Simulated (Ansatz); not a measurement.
Total energies of Si(NH2)4 (SiN₄H₈) from Ansatz at PBE0-D4/def2-TZVP, gas phase (1 Eh = 27.2114 eV = 2625.5 kJ/mol). The reference geometry is relaxed at r2SCAN-D4/def2-SVP.

| state | geometry | energy (Eh) |
| --- | --- | --- |
| charge 0 singlet | reference | -513.19790 |
| charge 1 doublet | reference | -512.87768 |
| free Si atom (triplet) | – | -289.24943 |
| free N atom (quartet) | – | -54.54382 |
| free H atom (doublet) | – | -0.50104 |

Task: Work out the vertical ionisation energy to the doublet.

Result: E(charge 1 doublet) − E(charge 0 singlet) = -512.87768 − (-513.19790) = 0.32022 Eh = 8.71 eV. For comparison, −ε of the highest occupied level is 6.75 eV at this level, 1.96 eV less.

Task: What is the binding energy per atom against free atoms?

Result: Atoms: 1 × (-289.24943) + 4 × (-54.54382) + 8 × (-0.50104) = -511.43303 Eh. Binding: -511.43303 − (-513.19790) = 1.76487 Eh = 48.02 eV, or 3.69 eV for each of 13 atoms (no zero-point energy, no counterpoise term).
